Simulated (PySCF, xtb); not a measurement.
C3H5BO, SMILES C#CB(C)O. The values are those of a single conformer.

Harmonic wavenumbers (cm⁻¹) from GFN2-xTB (xtb) at its own minimum, in rising order: 86, 130, 189, 307, 446, 453, 646, 675, 679, 702, 867, 868, 928, 1168, 1303, 1384, 1486, 1491, 2212, 3018, 3030, 3054, 3356, 3609.

**Question.** What does PBE-D3(BJ)/def2-SVP in PySCF give at its own minimum? (Estimate from the structure and the level; the computed values follow.)

**Answer.** 88, 149, 211, 333, 461, 494, 662, 663, 671, 720, 822, 850, 965, 1187, 1275, 1334, 1380, 1400, 2103, 2970, 3046, 3085, 3392, 3714. Paired by order, the mean absolute difference is 38 cm⁻¹ and the zero-point energies are 45.9 and 45.7 kcal/mol.
